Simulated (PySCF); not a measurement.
C5H12N2Si.
SMILES: `C=N[C@@H]1CCN([SiH3])C1`

The closed-shell ground state was solved at several levels (PySCF, density fitting, gas phase, non-relativistic). Geometry: PBE0-D3(BJ)/def2-SVP, one conformer, isolated molecule.

```
            level  basis functions  total energy (Eh)  HOMO (eV)  LUMO (eV)  gap (eV)  dipole (D)
      HF/pcSseg-1              203          -594.0639      -9.57       3.92     13.49        2.00
wB97X-D/def2-SVPD              260          -596.3245      -8.23       1.43      9.66        1.78
```

Question: What might PBE0/pcSseg-1 (203 basis functions) give for the same quantities?

Answer: Total energy -596.1883 Eh, HOMO -6.37 eV, LUMO -0.33 eV, gap 6.04 eV, dipole 1.74 D.

Question: Over all these levels, which gives the widest orbital gap and which the narrowest?

Answer: HF/pcSseg-1 (Hartree–Fock, all exact exchange) has the widest, 13.49 eV, and PBE0/pcSseg-1 (global hybrid, 25 % exact exchange) the narrowest, 6.04 eV. The two share the basis. From the narrowest to the widest the HOMO moves by -3.20 eV and the LUMO by +4.25 eV. The HOMO need not be the same orbital at Hartree–Fock and at DFT levels.

Question: How far do the dipole and the HOMO energy spread over the levels?

Answer: The dipole runs from 1.74 to 2.00 D (mean 1.84 D) and the HOMO from -9.57 to -6.37 eV.

Note: wB97X-D ran without an empirical dispersion term, which enters the total energy and its gradient alone.
